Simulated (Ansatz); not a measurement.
Ge(H)2(F)(Et) (C₂H₇FGe), SMILES [GeH2]([CH2]C)[F].

Geometry: B3LYP-D3(BJ)/def2-SVP. Other conformers were not sampled.

Two levels are set side by side: PBE/def2-SVPD (Ansatz, an electronic-structure program) and PBE0/def2-SVPD (Ansatz). Energy differences of separate SCF runs at the same geometry; the states with an electron removed or added have multiplicity 2 and 2. Differences are taken from unrounded values.

```csv
quantity,PBE0,PBE,PBE minus PBE0
vertical ionisation energy (eV),10.66,10.29,-0.36
vertical singlet–triplet gap (eV),6.94,6.48,-0.47
```
